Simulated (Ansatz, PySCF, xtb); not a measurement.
Pair of molecules: H2O (SMILES O) (first 3 atoms) with SiH4 (SMILES [SiH4]); geometry from B3LYP-D3(BJ)/def2-TZVP, rigid monomers moved along the line of their centres of mass till O1···Si4 is 4.39 Å.
(charge 0, multiplicity 1):
```xyz
8

O      0.465     0.312     0.348
H      0.073    -0.470    -0.056
H     -0.118     1.042     0.110
Si    -0.444    -0.272     4.598
H     -0.833    -1.487     3.847
H     -0.807    -0.477     6.023
H     -1.199     0.899     4.097
H      1.010    -0.038     4.504
```

Counterpoise-corrected where a basis set is named; no monomer relaxation. Rows marked so take none.

Correlated levels freeze the cores. CBS: X⁻³ extrapolation of the correlation energy, Hartree–Fock from the larger set. Rows in 3-21G, 6-31G* carry no dispersion term and start afresh at each structure (6-31G* with six Cartesian d functions). MP2/6-31G* freezes PySCF's default core.

Programs: Ansatz (Gaussian orbitals); PySCF for 3-21G rows, 6-31G* rows, the dispersion terms; xtb for the GFN methods. 

```tsv
level	interaction energy (meV)
GFN-FF	-9.9
HF/3-21G (no counterpoise)	-51.5
HF/6-31G*	-17.1
PBE/def2-TZVPPD	-18.9
B3LYP-D3(BJ)/def2-TZVPPD	-21.6
PBE0-D4/def2-TZVPPD	(withheld)
wB97M-V/def2-TZVPPD	-24.4
MP2/6-31G*	-18.8
CCSD(T)/CBS(aug-cc-pV(D+d)Z, aug-cc-pV(T+d)Z)	-24.3
```

**Question.** Complete the blanks.

**Answer.** 
- PBE0-D4/def2-TZVPPD, interaction energy (meV): -24.9

Ansatz is an electronic-structure program.
